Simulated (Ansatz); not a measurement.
**Match the barriers**

Saddle point of SiH$_{6}$OF$_{2}$, closed shell (SiH₃F ([F][SiH3]) + H₂O + HF → SiH₄O ([OH][SiH3]) + HF + HF; bonds formed: Si1–O7, F2–H8, H6–F9; bonds broken: Si1–F2, H6–O7, H8–F9), PBE0-D4/def2-TZVP structure:

```csv
atom,x (Å),y (Å),z (Å)
Si1,-0.6434,0.4299,-0.7726
F2,0.2226,-1.3436,-0.6611
H3,-1.1410,1.8472,-0.6028
H4,0.0537,0.5096,-2.0706
H5,-1.8960,-0.3402,-0.6316
H6,0.8366,-0.2189,1.1754
O7,0.3490,0.6407,0.6943
H8,0.7887,-1.5582,0.3209
F9,1.2558,-1.3928,1.3324
H10,0.1737,1.4265,1.2157
```

Program: Ansatz 0.2.0. Basis: def2-TZVPP, with def2-QZVPP for the basis limit. Cores are frozen in the correlated methods. Extrapolation: Hartree–Fock as exp(−7.88 √X), correlation as X^−2.97. Four methods, as single points on the PBE0-D4 structures, gave these electronic barriers from the start structure: 68.4, 75.1, 82.8, 150.7 kJ/mol.

Question: The methods were, in alphabetical order, BLYP-D4, HF, MP2, PBE0-D4. Which gave which? (A judgement: the text doesn't fix the answer.)

Answer: Computed: PBE0-D4 68.4; BLYP-D4 75.1; MP2 82.8; HF 150.7 kJ/mol. For comparison, CCSD(T) at an estimated basis limit (MP2 extrapolated from triple and quadruple zeta, plus CCSD(T) − MP2 in triple zeta) gives 91.1 kJ/mol.

The T1 diagnostic stays at or below 0.011.

Labels in which every atom is bracketed show which atoms are joined, not bond orders.

For scale, one of the runs: CCSD(T)/def2-TZVPP, 219 basis functions (an equivalent command: `ansatz run in.yaml --threads 4`). Hardware: 4 CPU threads, shared host. Wall time 96 s; peak host memory 3.5 GiB.
